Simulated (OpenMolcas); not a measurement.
# Tc4+: moving the ligands

Tc4+ with its 6 nearest chloride ions at 2.419 Å, on the Zr site of Cs2ZrCl6 (a = 10.407 Å, distance in the model lattice 2.446 Å). The rest of the host is ab initio model potentials to 7.6 Å and point charges beyond; the distance is set by hand and nothing relaxes. Ligand basis ANO-RCC-VDZP.
```
Tc    0.0000    0.0000    0.0000
Cl    2.4190    0.0000    0.0000
Cl    0.0000    2.4190    0.0000
Cl   -2.4190    0.0000    0.0000
Cl    0.0000   -2.4190    0.0000
Cl    0.0000    0.0000    2.4190
Cl    0.0000    0.0000   -2.4190
```

```yaml
Program: OpenMolcas
Method: CASSCF
Basis: ANO-RCC-VTZP [7s6p4d2f1g]
Scalar_Hamiltonian: DKH2, point nucleus
Active_space: 3 electrons in 5 orbitals (4d)
State_averaging: 2S+1 = 4 even, 10 roots; 2S+1 = 2 even, 40 roots
Spin-orbit_coupling: state interaction with AMFI integrals over the reference wave functions
```

Runs around this geometry, states (labels of O, the rotations of Oh). Energies in cm-1 above the lowest state or level, χT in cm3 K/mol.

```tsv
R (Å)	Ground state	First state of that spin	First gap with spin-orbit (degeneracies)	χT at 300 K	First state of another spin
2.405	4A2	4T2 24536	13698 (4, 4)	1.787	2E 13760
2.419	4A2	4T2 24052	13762 (4, 4)	1.785	2E 13828
2.446	4A2	4T2 23162	13880 (4, 4)	1.780	2E 13954
```

Taking the first state of the same spin as R^-n, n = -ln(23162 / 24536) / ln(2.446 / 2.405) = 3.4 between the shortest and longest distance.

Without dynamic correlation the repulsion within the d shell is too large (B by tens of per cent), so at a given field states of lower spin stand too high. With metal d orbitals alone the field can be off either way by tens of per cent. Ligand-to-metal charge-transfer states are missing. With no ligand orbital active B as a rule stays too high, so bands that hang on it stand too high and its fall with covalency is understated. The least metal-like active orbital is 68 % on the metal (Löwdin) and no ligand orbital is active, so the numbers are rough (holds for R = 2.405; R = 2.419). The least metal-like active orbital is 69 % on the metal (Löwdin) and no ligand orbital is active, so the numbers are rough (holds for R = 2.446). No measured value stands beside these numbers; the geometry was set by hand and not optimised.
